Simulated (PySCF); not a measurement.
# Polarisability and C₆ of Os (osmium, neutral)

[Xe] 4f14 5d6 6s2, high-spin 5D determinant. Calculation: PySCF 2.14, in x2c-TZVPPall with one added diffuse shell each of s, p, d, f type (12s8p8d4f1g, 113 functions); the spin-free X2C one-electron Hamiltonian (Gaussian nucleus). Coupled (time-dependent) response in atomic units; α is the mean over directions.

```
method  mean α (bohr³)         α xx, yy, zz  C₆ (like pair)  S(−4)
  PBE0           56.86  57.01, 57.01, 56.55           641.5   1281
```

S(−4) is the Cauchy moment in α(ω) = α(0) + S(−4) ω² + …

Reference α: 57 ± 3 bohr³ (recommended; Schwerdtfeger and Nagle, table of static dipole polarizabilities (2023 update)). Published C₆: 584.0 (Gould and Bucko (2016)).

Spin-orbit coupling is absent.

α(iu) at PBE0:

| u (hartree) | α(iu) (bohr³) |
| --- | --- |
| 0 | 56.86 |
| 0.0500 | 53.91 |
| 0.100 | 47.20 |
| 0.200 | 33.45 |
| 0.300 | 24.11 |
| 0.500 | 14.45 |
| 0.750 | 9.163 |
| 1.00 | 6.503 |
| 1.50 | 3.889 |
| 2.00 | 2.626 |
| 3.00 | 1.442 |
| 5.00 | 0.6285 |

A single London oscillator, α(iu) = α/(1 + u²/ω²), gives C₆ = (3/4) ω α². Matching the computed C₆ needs ω = 4 × 641.5 / (3 × 56.86²) = 0.265 hartree.

The components differ because the open shell of this determinant is not spherical; for a pure term their mean is the scalar polarisability.

Spin-orbit coupling, absent here, splits the open shell strongly.
